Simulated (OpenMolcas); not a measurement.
A calculation on Ag VI.

| Quantity | Value |
| --- | --- |
| Program | OpenMolcas 26.06 |
| Method | MS-CASPT2, IPEA 0.25 Eh, imaginary shift 0.1 Eh (closed shells correlated: 4s 4p) |
| Basis | ANO-RCC-VQZP [8s7p5d3f2g1h] |
| Scalar Hamiltonian | DKH2, point nucleus |
| Active space | 6 electrons in 5 orbitals (4d) |
| State averaging | 2S+1 = 5 even, 5 roots; 2S+1 = 3 even, 45 roots; 2S+1 = 1 even, 50 roots |
| Spin-orbit coupling | RASSI with atomic mean-field integrals over the reference wave functions, term energies averaged over their components |

Problem. Which level of the active space comes out lowest?

Solution. 4d6 5D4, with 97 % of that term; it is also the measured ground level.

Problem. How high does 4d6 3F2(1) lie?

Solution. 26130 cm-1 above the lowest level; measured 25306 cm-1 above the ground level, so the calculation is off by +3 %.

Problem. How high does 4d6 3P1(1) lie?

Solution. 28530 cm-1 above the lowest level; measured 28232 cm-1 above the ground level, so the calculation is off by +1 %.

Problem. How high does 4d6 5D1 lie?

Solution. 4760 cm-1 above the lowest level; measured 4941 cm-1 above the ground level, so the calculation is off by -4 %.

Problem. The level at 21480 cm-1 has J = 4. What is it made of, and what is its g factor?

Solution. 36 % 4d6 3H4, 30 % 4d6 3F(1), 22 % 4d6 3G; g = 1.019, against 0.800 from Landé's formula for the pure leading term.

Measured values: the list in Gamrath, thesis, University of Mons (2023).

CASPT2 breaks the degeneracy within a term, and the mean is taken; among the terms shown or strongly mixed into the levels shown the widest spread is 340 cm-1 (4d6 3G). Computed and measured levels are paired by configuration, term and J; levels that our copy of the source lacks, or whose pairing is in doubt (as where it misses far off the trend of its configuration), stay unpaired and out of the deviations. Only configurations of the active space appear.

A number in round brackets counts repeated terms of one configuration in the order of the reference energies.
